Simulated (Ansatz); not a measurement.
Species: SnBr, net charge 0, doublet state. SMILES: [Br][Sn]
Coordinates optimised at B3LYP-D3(BJ)/def2-TZVP (Ansatz, a program for electronic structure):
```xyz
2

Sn     0.0000     0.0000    -1.0486
Br     0.0000     0.0000     1.4979
```
Charge 0, spin multiplicity 2.

Task: Give the harmonic wavenumbers at B3LYP-D3(BJ)/def2-TZVP (Ansatz, finite differences of forces, unscaled).

Result: 233 cm⁻¹. Zero-point energy 0.3 kcal/mol.

Task: From these and the geometry, give the ideal-gas thermochemistry at 298.15 K and 1 atm (rigid rotor, harmonic oscillator).

Result: Point group C∞v, rotational symmetry number 1. Rotational constants 1.632, 1.632 GHz. S(trans) 41.76, S(rot) 18.37, S(vib) 1.85, S(elec, spin only) 1.38, S 63.4 cal/(mol K). H(298) - H(0) 2.39 kcal/mol; G - E(el) -16.2 kcal/mol.
